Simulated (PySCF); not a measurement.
Stepwise substitution at one centre (Sn OH-C2H5). Isolated molecules, 0 K electronic values unless said otherwise. One relaxed conformer stands for each flexible species; it need not be the lowest. Strings in code marks are SMILES.

The HOMO from two functionals at the same geometries (B3LYP-D3(BJ)/def2-SVP), both in PySCF: PBE-D3(BJ)/def2-TZVP and B3LYP-D3(BJ)/def2-TZVP. B3LYP has the VWN-RPA correlation part, as in Gaussian. 

```json
[
 {"species": "0 of 4 OH replaced by C2H5", "PBE-D3(BJ)/def2-TZVP (eV)": "-7.36"},
 {"species": "1 of 4 OH replaced by C2H5 (`C[CH2][Sn]([OH])([OH])[OH]`)", "PBE-D3(BJ)/def2-TZVP (eV)": "-6.60"},
 {"species": "2 of 4 OH replaced by C2H5 (`C[CH2][Sn]([OH])([OH])[CH2]C`)", "PBE-D3(BJ)/def2-TZVP (eV)": "-6.15"},
 {"species": "4 of 4 OH replaced by C2H5", "PBE-D3(BJ)/def2-TZVP (eV)": "-5.87"}
]
```

Q: What does B3LYP-D3(BJ)/def2-TZVP give for each?

A: 
- 0 of 4 OH replaced by C2H5: -8.86
- 1 of 4 OH replaced by C2H5 (`C[CH2][Sn]([OH])([OH])[OH]`): -7.86
- 2 of 4 OH replaced by C2H5 (`C[CH2][Sn]([OH])([OH])[CH2]C`): -7.24
- 4 of 4 OH replaced by C2H5: -6.81
Over these rows, drawn at random from the members with no instability flagged (it was tested for open shells, ions and some series alone), PBE minus B3LYP-D3(BJ): mean +1.20 eV, from +0.94 eV to +1.50 eV.
